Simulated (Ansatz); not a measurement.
`C=[C](O)[GeH3]`. Total charge 0; spin multiplicity 1. All single points use the PBE0-D4/def2-TZVP geometry. It is one conformer, not always the lowest.

```xyz
10

C    -1.321    0.530    0.819
C    -0.312   -0.257    0.457
O    -0.121   -1.443    1.104
Ge    0.905    0.252   -0.985
H    -1.995    0.246    1.620
H    -1.488    1.474    0.318
H     0.635   -1.910    0.743
H     2.345    0.320   -0.442
H     0.479    1.611   -1.548
H     0.872   -0.824   -2.087
```

(1) What is the dipole moment at B3LYP/def2-TZVPP? (An estimate is asked.)

(2) And with PBE, r2SCAN, ωB97M-V? (Estimate.)

(3) Give the Mulliken charges with B3LYP, ωB97M-V, PBE in def2-TZVPP. (Best estimate.)

Answers

(1) Computed: 1.33 D, with components (1.03, -0.16, -0.82) D in this frame, pointing from negative to positive charge.

(2) Ansatz gave: PBE 1.26 D, r2SCAN 1.30 D, ωB97M-V 1.38 D.

(3) Computed: 
| atom | B3LYP | ωB97M-V | PBE |
| --- | --- | --- | --- |
| C1 | -0.28 | -0.25 | -0.26 |
| C2 | 0.11 | 0.06 | 0.09 |
| O3 | -0.27 | -0.26 | -0.23 |
| Ge4 | 0.06 | 0.01 | 0.03 |
| H5 | 0.10 | 0.10 | 0.08 |
| H6 | 0.10 | 0.09 | 0.09 |
| H7 | 0.19 | 0.18 | 0.20 |
| H8 | -0.01 | 0.02 | -0.01 |
| H9 | 0.00 | 0.03 | 0.00 |
| H10 | -0.01 | 0.02 | -0.01 |

B3LYP here is the variant with VWN-RPA as its local correlation; programs differ in this.
